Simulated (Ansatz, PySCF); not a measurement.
The pair A = H2S (SMILES S) (first 3 atoms), B = ClH3Si (SMILES [SiH3]Cl); geometry from B3LYP-D3(BJ)/def2-TZVP.
(charge 0, multiplicity 1):
```xyz
8

S      1.2014    -0.0802    -0.5346
H     -0.0448    -0.5280    -0.3149
H      0.8454     1.1874    -0.2732
Si     0.7098     0.0734     3.2333
Cl    -0.9853     0.9631     2.4355
H      0.7806    -1.3182     2.7548
H      0.5689     0.1063     4.7032
H      1.8904     0.8478     2.8126
```

MP2 and its Hartree–Fock in aug-cc-pV(Q+d)Z, aug-cc-pV(T+d)Z are density fitted. Rows in 6-31G* carry no dispersion term and start afresh at each structure (6-31G* with six Cartesian d functions). MP2/6-31G* freezes PySCF's default core.

Codes used: Ansatz (a first-principles code) with Gaussian orbitals; PySCF for 6-31G* rows. Values without a source in brackets are computed.

Total energies (hartree), monomers frozen at their geometry in the pair:

```tsv
structure	HF/aug-cc-pV(T+d)Z	HF/aug-cc-pV(Q+d)Z	MP2/6-31G*
AB	-1148.9779276	-1148.9879430	-1149.1796208
A in the pair's basis	-398.7158496	-398.7191698	-398.7895051
B in the pair's basis	-750.2631690	-750.2698774	-750.3895260
A	-398.7157927	-398.7191505	-398.7883619
B	-750.2630569	-750.2698610	-750.3889313
```

Q: Work out the interaction energy without and with the counterpoise correction, and the superposition error, for each level.

A: 
E(AB) − E(A) − E(B), times 627.509 kcal/mol, with the monomers in their own basis and then in the pair's basis:
- HF/aug-cc-pV(T+d)Z: 0.58 uncorrected, 0.68 corrected; the monomers gain 0.11 kcal/mol from borrowed functions
- HF/aug-cc-pV(Q+d)Z: 0.67 uncorrected, 0.69 corrected; the monomers gain 0.02 kcal/mol from borrowed functions
- MP2/6-31G*: -1.46 uncorrected, -0.37 corrected; the monomers gain 1.09 kcal/mol from borrowed functions
